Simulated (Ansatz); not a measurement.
Consider the substitution at a C–C bond: `C[CH2][SbH][SiH3]` + `CO[SiH](O)F` → `CO[SiH](F)OC` + `[CH3][SbH][SiH3]`.

Program: Ansatz. Geometries: PBE0-D4/def2-TZVP. ΔE: electronic, gas phase. CBS: MP2 limit from def2 TZ/QZ plus the TZ coupled-cluster correction, frozen cores. Functionals use def2-TZVPP. Elements past krypton have def2 core potentials. For Sb outer-core shells are correlated without core-valence functions, which leaves a few kJ/mol of doubt a bond. Each species was taken in one conformer, which may not be the lowest.

`C[CH2][SbH][SiH3]`:

Z-matrix (Å, degrees):
```
C
C 1 1.518
H 1 1.094 2 111.1
H 1 1.093 2 111.5 3 -119.8
H 1 1.093 2 111.7 3 120.0
Sb 2 2.180 1 111.9 3 -178.3
H 2 1.093 1 111.2 3 -60.0
H 2 1.091 1 111.6 3 60.3
Si 6 2.570 2 94.2 1 -165.8
H 6 1.713 2 93.8 1 -74.8
H 9 1.489 6 111.8 2 42.7
H 9 1.489 6 109.1 2 -77.0
H 9 1.488 6 110.3 2 164.0
```

`CO[SiH](O)F`:

Z-matrix (Å, degrees):
```
C
O 1 1.412
H 1 1.091 2 108.1
H 1 1.095 2 111.2 3 -119.0
H 1 1.094 2 111.3 3 119.4
Si 2 1.623 1 125.5 3 -176.0
F 6 1.595 2 107.9 1 49.5
O 6 1.619 2 108.8 1 170.5
H 6 1.471 2 114.0 1 -68.9
H 8 0.958 6 118.6 2 -39.6
```

`CO[SiH](F)OC`:

Z-matrix (Å, degrees):
```
C
O 1 1.411
H 1 1.094 2 111.3
H 1 1.091 2 108.1 3 -119.5
H 1 1.095 2 111.2 3 121.6
Si 2 1.623 1 125.9 3 -54.7
O 6 1.612 2 108.9 1 169.0
F 6 1.597 2 107.7 1 48.2
H 6 1.471 2 113.8 1 -70.5
C 7 1.413 6 126.6 2 -48.1
H 10 1.094 7 110.9 6 -71.5
H 10 1.091 7 108.0 6 169.5
H 10 1.093 7 111.2 6 50.0
```

`[CH3][SbH][SiH3]`:

```xyz
10

C    -0.738    1.432   -0.681
Sb   -0.982   -0.717   -0.843
Si    0.658   -1.219    1.072
H     0.313    1.703   -0.600
H    -1.276    1.776    0.202
H    -1.172    1.898   -1.565
H     0.274   -0.904   -1.992
H     1.042   -2.656    1.058
H    -0.007   -0.924    2.371
H     1.889   -0.388    0.977
```

```json
{"level": "CAM-B3LYP", "ΔE (eV)": "0.42"}
{"level": "LC-ωPBE", "ΔE (eV)": "0.48"}
```

(1) What does CCSD(T)/CBS give? (An estimate is asked.)

Largest T1 diagnostic among the species: 0.013.

Results:

(1) Computed: +0.54 eV. The listed levels differ from it by -0.12, -0.06 eV.

In def2-TZVPP, CCSD(T) changes the Hartree–Fock value by +0.16 eV (the triples alone add +0.02 eV) and MP2 by +0.23 eV. At CCSD(T), def2-SVP lies −0.10 eV from the extrapolated value and def2-TZVPP −0.02 eV. Leaving LDA and LC-ωPBE aside and taking each functional with its dispersion term where it has one, the values, not all of them listed here, spread over 0.11 eV, from BLYP-D4 to PBE-QIDH. LDA lies +0.04 eV from PBE without D4.
